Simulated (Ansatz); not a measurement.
`NB[SiH2]N` + `[SiH3][SiH2][GeH3]` → `N[BH][GeH3]` + `N[SiH2][SiH2][SiH3]`  (redistribution)

Gas-phase electronic energies from Ansatz, PBE0-D4/def2-TZVP geometries. CBS: MP2 limit from def2 TZ/QZ plus the TZ coupled-cluster correction, frozen cores. Functionals use def2-TZVPP. B3LYP here is the variant with VWN-RPA as its local correlation; programs differ in this. For Ge outer-core shells are correlated without core-valence functions, which leaves a few kJ/mol of doubt a bond. Scalar relativity is left out up to krypton. One conformer a species, not always the lowest.

```tsv
level	ΔE (kcal/mol)	difference from CCSD(T)/CBS
PBE-D4	-0.6	0.1
PBE0-D4	-0.6	0.1
B3LYP-D4	-0.4	0.3
ωB97X-V	-0.5	0.2
B3LYP	-0.1	0.6
HF/def2-TZVPP	0.0	0.7
SCS-MP2/def2-TZVPP	-0.3	0.4
CCSD(T)/def2-TZVPP	-0.5	0.2
MP2/def2-QZVPP	-0.6	0.1
CCSD/CBS(def2)	-0.6	0.1
CCSD(T)/CBS	-0.7	0
```

Largest T1 diagnostic among the species: 0.013.
